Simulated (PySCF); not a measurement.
C₅H₆N₂OS.
Structure used (GFN2-xTB), in Å, numbered top down from 1:
```
atom  x, y, z in Å
C1     2.5015   -0.0082   -0.1285
C2     1.1001   -0.5103    0.0994
O3     0.8467   -1.6372    0.4608
C4     0.0374    0.4660   -0.1481
S5     0.2830    2.0910   -0.6641
N6    -1.3392    2.3774   -0.6689
N7    -2.0314    1.3850   -0.3250
C8    -1.3384    0.2772   -0.0180
C9    -2.0267   -0.9629    0.4026
H10    2.7007    0.8410    0.5223
H11    3.2148   -0.8013    0.0793
H12    2.6135    0.3222   -1.1595
H13   -1.6916   -1.2573    1.3958
H14   -1.7748   -1.7772   -0.2748
H15   -3.0999   -0.7976    0.4049
```

Computed at PBE0/pcSseg-1 (PySCF, non-relativistic), with Q(17O) = −0.0256 b, Q(33S) = −0.0678 b, Q(14N) = 0.02044 b: O3, 17O (I = 5/2): χzz = 12.13 MHz, η = 0.426; S5, 33S (I = 3/2): χzz = -29.96 MHz, η = 0.314; N6, 14N (I = 1): χzz = -5.232 MHz, η = 0.282; N7, 14N (I = 1): χzz = -5.468 MHz, η = 0.076.

(1) Find the zero-field quadrupole resonance frequencies of 17O at O3.

(2) Where would the pure quadrupole (NQR) lines of 33S at S5 fall for the rigid, isolated species?

(3) Where would the pure quadrupole (NQR) lines of 14N at N6 fall for the rigid, isolated species?

(4) Find the zero-field quadrupole resonance frequencies of 14N at N7.

Results:

(1) From the eigenvalues of H = χ/[4I(2I − 1)] × [3Iz² − I(I + 1) + η(Ix² − Iy²)], steps between neighbouring levels, labelled as for η = 0: ±1/2↔±3/2 2.148 MHz, ±3/2↔±5/2 3.519 MHz (ketone oxygen).

(2) From ν = (|χ|/2)√(1 + η²/3): ν = 15.23 MHz (ring sulfur).

(3) From ν± = (3/4)|χ|(1 ± η/3) and ν0 = |χ|η/2: ν+ 4.293 MHz, ν− 3.555 MHz, ν0 0.738 MHz (pyridine-type nitrogen).

(4) From ν± = (3/4)|χ|(1 ± η/3) and ν0 = |χ|η/2: ν+ 4.205 MHz, ν− 3.996 MHz, ν0 0.208 MHz (pyridine-type nitrogen).

In a crystal, neighbours and librations shift these lines. GFN2-xTB bond lengths can be off by several hundredths of an ångström, more for odd bonds, and the gradients follow them. With so small a basis the couplings can be 20 % off.

One conformer stands for the species.
